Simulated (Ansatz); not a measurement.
Geometry optimisation, RKS PBE0-D4/def2-SVP in Ansatz.

input.yaml

```yaml
crystal:
  periodic: [false, false, false]
  atoms:
    - { symbol: B, position_ang: [0.0, 0.0, 0.0] }
    - { symbol: Cl, position_ang: [0.0, 0.0, 1.86] }
    - { symbol: Cl, position_ang: [1.6108, 0.0, -0.93] }
    - { symbol: O, position_ang: [-1.2211, 0.0, -0.705] }
    - { symbol: H, position_ang: [-1.7308, -0.8467, -0.4965] }
basis:
  gaussian: { orbitals: def2-SVP }
hamiltonian:
  xc: pbe0
  dispersion: d4
relax:
  f_tol: 0.02
  max_steps: 40
```

Run as:

```bash
$ ansatz run input.yaml --threads 1 --pin off --max-ram 2048MiB --backend cpu --events-out ev --progress --plain --runs-dir out
```

**Question.** Where does it end, and by what steps?

**Answer.** The forces met the threshold. After 5 steps the energy has fallen by 0.738 eV; H5 moved furthest, 0.43 Å.

```
step  energy less start (eV)  largest force component (eV/Å)  accepted
   0                  0.0000                           2.107       yes
   1                 -0.3844                           2.199       yes
   2                 -0.5651                           2.255       yes
   3                 -0.7285                           0.653       yes
   4                 -0.7370                           0.196       yes
   5                 -0.7375                           0.018       yes
```

```xyz
5
Properties=species:S:1:pos:R:3
B 0.037 -0.106 -0.053
Cl -0.048 -0.092 1.711
Cl 1.565 0.191 -0.852
O -1.049 -0.343 -0.799
H -1.845 -0.497 -0.278
```

Whether the end is a true minimum wasn't checked by a vibrational analysis.

Time of the run: 15 s on 1 thread of Arm Neoverse V2 (shared host), peak memory 0.13 GiB.
